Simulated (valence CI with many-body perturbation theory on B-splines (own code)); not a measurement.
## Forbidden lines of Er⁴⁶⁺

Calculated by relativistic CI+MBPT: four valence electrons over a frozen Dirac-Fock core [Ar], radial functions for each j: 9 s, 9 p, 10 d, 8 f, 5 g, 3 h, 1 i, with the one-electron correlation potential Σ1, the two-electron term Σ2, the three-electron term Σ3, Breit, model QED; selected CI, second order for the rest (own B-spline code, finite nucleus).

The last digits are not significant, and no measured levels were compared; by estimate large intervals hold to a few tenths of a per cent, small ones and those within an open d or f shell to about a per cent. The list stops below the first excitations out of the core. Only levels of the ground parity were solved; by the run's estimate the other parity begins above the list, which can be wrong where configurations are misplaced.

Lines 51 to 100 of 113 in falling wavelength, among levels below 214.19 eV, chosen from the decays that carry over 1 % of a level's rate. Wavelengths and rates use the calculated energies. Weak lines are less certain than strong ones. Lines between different terms over intervals too small for the method are left out, as are lines whose strength nearly cancels. The highest levels of a list are the least certain.

Levels are named by their leading jj configuration (3d3/2^4 stands for four electrons in 3d with j = 3/2), which in mixed levels can hold well under half, so a name can repeat and another be missing. Letters in brackets count levels of one name in rising energy.

```tsv
λ vac (Å)	Upper	Lower	Type	A (s⁻¹)	Branch %
255.1	(3d3/2^2 3d5/2^2) J=0 [a]	(3d3/2^3 3d5/2) J=1	M1	2.46e+06	100.0
254.9	(3d3/2 3d5/2^3) J=3 [a]	(3d3/2^2 3d5/2^2) J=3 [a]	M1	8.75e+05	36.6
254.8	(3d3/2 3d5/2^3) J=2 [a]	(3d3/2^2 3d5/2^2) J=2 [b]	M1	4.64e+05	23.3
253.6	(3d3/2 3d5/2^3) J=4 [b]	(3d3/2^2 3d5/2^2) J=4 [c]	M1	3.90e+05	25.9
250.6	(3d3/2 3d5/2^3) J=4 [a]	(3d3/2^2 3d5/2^2) J=4 [a]	M1	1.49e+06	70.8
249.4	(3d3/2^2 3d5/2^2) J=2 [b]	(3d3/2^3 3d5/2) J=3	M1	4.28e+03	1.5
248.3	(3d3/2^2 3d5/2^2) J=2 [a]	(3d3/2^3 3d5/2) J=1	M1	1.34e+06	81.3
247.5	(3d3/2 3d5/2^3) J=5	(3d3/2^2 3d5/2^2) J=5	M1	3.24e+05	27.9
246.8	(3d3/2 3d5/2^3) J=2 [a]	(3d3/2^2 3d5/2^2) J=3 [b]	M1	5.76e+05	28.9
245.7	(3d3/2 3d5/2^3) J=3 [b]	(3d3/2^2 3d5/2^2) J=2 [b]	M1	2.51e+05	17.6
245.3	(3d5/2^4) J=4	(3d3/2 3d5/2^3) J=5	M1	4.04e+05	12.8
243.9	(3d3/2 3d5/2^3) J=6	(3d3/2^2 3d5/2^2) J=5	M1	5.30e+05	53.5
242.4	(3d5/2^4) J=2	(3d3/2 3d5/2^3) J=3 [b]	M1	2.75e+05	8.4
240.9	(3d3/2^2 3d5/2^2) J=3 [b]	(3d3/2^3 3d5/2) J=2	M1	2.37e+04	3.5
239.8	(3d3/2 3d5/2^3) J=3 [a]	(3d3/2^2 3d5/2^2) J=2 [a]	M1	1.33e+06	55.8
238.2	(3d3/2 3d5/2^3) J=3 [b]	(3d3/2^2 3d5/2^2) J=3 [b]	M1	5.49e+05	38.4
238.2	(3d3/2 3d5/2^3) J=3 [b]	(3d3/2^2 3d5/2^2) J=4 [b]	M1	1.91e+05	13.4
235.9	(3d3/2 3d5/2^3) J=3 [c]	(3d3/2^2 3d5/2^2) J=2 [c]	M1	3.72e+05	31.0
234.1	(3d5/2^4) J=2	(3d3/2 3d5/2^3) J=2 [a]	M1	8.48e+05	26.0
233.8	(3d3/2^2 3d5/2^2) J=2 [b]	(3d3/2^3 3d5/2) J=2	M1	2.05e+05	72.0
233.7	(3d3/2 3d5/2^3) J=1 [b]	(3d3/2^2 3d5/2^2) J=2 [c]	M1	5.25e+05	29.3
233.1	(3d3/2^2 3d5/2^2) J=4 [b]	(3d3/2^3 3d5/2) J=4	M1	4.39e+03	2.3
233.1	(3d3/2^2 3d5/2^2) J=3 [b]	(3d3/2^3 3d5/2) J=4	M1	5.31e+05	78.9
230.3	(3d3/2 3d5/2^3) J=2 [a]	(3d3/2^2 3d5/2^2) J=1	M1	2.68e+05	13.5
223.2	(3d3/2 3d5/2^3) J=5	(3d3/2^2 3d5/2^2) J=4 [a]	M1	1.93e+05	16.6
222.9	(3d5/2^4) J=4	(3d3/2 3d5/2^3) J=3 [a]	M1	1.01e+06	31.9
220.3	(3d3/2 3d5/2^3) J=1 [a]	(3d3/2^2 3d5/2^2) J=2 [a]	M1	1.20e+06	39.3
219.1	(3d5/2^4) J=4	(3d3/2 3d5/2^3) J=4 [a]	M1	1.54e+06	48.9
216.5	(3d3/2 3d5/2^3) J=2 [b]	(3d3/2^2 3d5/2^2) J=2 [c]	M1	5.35e+05	41.1
215.2	(3d3/2 3d5/2^3) J=1 [a]	(3d3/2^2 3d5/2^2) J=0 [a]	M1	1.12e+06	36.8
203.8	(3d3/2^2 3d5/2^2) J=2 [c]	(3d3/2^3 3d5/2) J=3	M1	1.05e+06	76.1
202.9	(3d5/2^4) J=2	(3d3/2 3d5/2^3) J=1 [a]	M1	1.16e+06	35.5
202.1	(3d3/2 3d5/2^3) J=2 [a]	(3d3/2^2 3d5/2^2) J=3 [a]	M1	5.49e+05	27.5
196.3	(3d3/2 3d5/2^3) J=3 [b]	(3d3/2^2 3d5/2^2) J=3 [a]	M1	1.42e+05	10.0
193.2	(3d3/2^2 3d5/2^2) J=2 [c]	(3d3/2^3 3d5/2) J=2	M1	3.07e+05	22.2
193.2	(3d3/2 3d5/2^3) J=1 [b]	(3d3/2^2 3d5/2^2) J=2 [b]	M1	3.73e+04	2.1
193.0	(3d3/2 3d5/2^3) J=0	(3d3/2^2 3d5/2^2) J=1	M1	8.67e+05	90.2
190.8	(3d3/2 3d5/2^3) J=3 [b]	(3d3/2^2 3d5/2^2) J=4 [a]	M1	1.89e+05	13.2
190.0	(3d3/2 3d5/2^3) J=3 [c]	(3d3/2^2 3d5/2^2) J=4 [b]	M1	5.95e+04	5.0
189.5	(3d3/2^2 3d5/2^2) J=4 [c]	(3d3/2^3 3d5/2) J=3	M1	3.47e+05	83.3
188.8	(3d5/2^4) J=2	(3d3/2 3d5/2^3) J=3 [a]	M1	7.95e+05	24.4
188.7	(3d3/2^2 3d5/2^2) J=2 [b]	(3d3/2^3 3d5/2) J=1	M1	6.31e+04	22.2
187.3	(3d3/2 3d5/2^3) J=4 [b]	(3d3/2^2 3d5/2^2) J=3 [b]	M1	4.03e+05	26.7
187.2	(3d3/2 3d5/2^3) J=3 [b]	(3d3/2^2 3d5/2^2) J=2 [a]	M1	4.29e+04	3.0
181.3	(3d3/2 3d5/2^3) J=2 [b]	(3d3/2^2 3d5/2^2) J=2 [b]	M1	4.61e+04	3.5
178.8	(3d3/2 3d5/2^3) J=1 [b]	(3d3/2^2 3d5/2^2) J=1	M1	2.83e+05	15.8
177.2	(3d3/2 3d5/2^3) J=2 [b]	(3d3/2^2 3d5/2^2) J=3 [b]	M1	1.53e+05	11.7
168.5	(3d3/2 3d5/2^3) J=2 [b]	(3d3/2^2 3d5/2^2) J=1	M1	2.45e+05	18.9
168.3	(3d3/2 3d5/2^3) J=4 [b]	(3d3/2^2 3d5/2^2) J=5	M1	5.32e+05	35.3
163.4	(3d5/2^4) J=4	(3d3/2^2 3d5/2^2) J=4 [c]	M1	5.42e+04	1.7
```
